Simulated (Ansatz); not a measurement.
Consider the redistribution: `[NH2][Ta](=[S])([Cl])[Cl]` + `N[Si](N)(Cl)Cl` → `[S]=[Ta]([Cl])([Cl])[Cl]` + `N[Si](N)(N)Cl`.

Isolated molecules relaxed with PBE0-D4/def2-TZVP in Ansatz; ΔE leaves out vibrations. CBS: MP2 limit from def2 TZ/QZ plus the TZ coupled-cluster correction, frozen cores. def2 core potentials past Kr. For Ta outer-core shells are correlated without core-valence functions, which leaves a few kJ/mol of doubt a bond. One conformer a species, not always the lowest.

```json
{"species": "`[NH2][Ta](=[S])([Cl])[Cl]`", "CCSD/def2-TZVPP energy (Eh)": "-1430.03967"}
{"species": "`N[Si](N)(Cl)Cl`", "CCSD/def2-TZVPP energy (Eh)": "-1320.41120"}
{"species": "`[S]=[Ta]([Cl])([Cl])[Cl]`", "CCSD/def2-TZVPP energy (Eh)": "-1833.91128"}
{"species": "`N[Si](N)(N)Cl`", "CCSD/def2-TZVPP energy (Eh)": "-916.54075"}
```

(1) Work out ΔE.

(2) What do rigid-rotor, harmonic-oscillator terms from PBE0-D4/def2-TZVP frequencies (298.15 K, 1 bar) make of the CCSD(T)/CBS value? (Estimate.)

Largest T1 diagnostic among the species: 0.020.

Results:

(1) ΔE = (-1833.91128) + (-916.54075) − (-1430.03967) − (-1320.41120) = -0.00116 Eh = -0.03 eV. CCSD(T)/CBS gives -0.04 eV.

(2) The calculation gave: ΔZPE = -0.02 eV, ΔH = -0.03 eV, ΔS = 20 J/(mol·K), ΔG = -0.09 eV. Modes under 50 cm⁻¹ make the entropy rough.

At CCSD(T), def2-SVP lies +0.11 eV from the extrapolated value and def2-TZVPP −0.00 eV. Leaving LDA and LC-ωPBE aside and taking each functional with its dispersion term where it has one, the values, not all of them listed here, spread over 0.08 eV, from B2PLYP to ωB97X-V.
